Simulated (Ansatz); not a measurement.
LiO4H8, that is [Li(H2O)4]+ with one electron more. Charge 0, multiplicity 2. Geometry r2SCAN-D4/def2-SVP, that of the charge +1 singlet; atoms count from 1.

```xyz
13

Li    0.0005   -0.0028    0.0016
O     0.4432   -0.3575    1.8430
H     1.1179   -0.9755    2.1556
H     0.1176    0.0824    2.6398
O    -0.0852    1.9061   -0.2457
H    -0.7965    2.3859   -0.6915
H     0.4984    2.5920    0.1055
O    -1.6995   -0.7968   -0.4361
H    -2.0627   -1.0089   -1.3064
H    -2.3376   -1.1549    0.1960
O     1.3410   -0.7521   -1.1618
H     1.4647   -1.6697   -1.4392
H     1.9982   -0.2483   -1.6608
```

Problem. Estimate the Mulliken populations from the PBE0/def2-TZVP orbitals of Ansatz.

Solution. 
```json
{"atom": "Li1", "charge (e)": "0.09", "spin (α − β)": "0.70"}
{"atom": "O2", "charge (e)": "-0.64", "spin (α − β)": "-0.03"}
{"atom": "H3", "charge (e)": "0.32", "spin (α − β)": "0.05"}
{"atom": "H4", "charge (e)": "0.31", "spin (α − β)": "0.06"}
{"atom": "O5", "charge (e)": "-0.65", "spin (α − β)": "-0.03"}
{"atom": "H6", "charge (e)": "0.32", "spin (α − β)": "0.05"}
{"atom": "H7", "charge (e)": "0.31", "spin (α − β)": "0.06"}
{"atom": "O8", "charge (e)": "-0.65", "spin (α − β)": "-0.03"}
{"atom": "H9", "charge (e)": "0.31", "spin (α − β)": "0.06"}
{"atom": "H10", "charge (e)": "0.32", "spin (α − β)": "0.05"}
{"atom": "O11", "charge (e)": "-0.64", "spin (α − β)": "-0.03"}
{"atom": "H12", "charge (e)": "0.31", "spin (α − β)": "0.06"}
{"atom": "H13", "charge (e)": "0.32", "spin (α − β)": "0.05"}
```
Mulliken values and Mayer orders depend strongly on the basis.

Problem. Where does the spin sit?

Solution. Summed by element: Li 0.70, O -0.12, H 0.42, of 1 unpaired in all. Largest on single atoms: Li1 0.70, H12 0.06, H7 0.06.
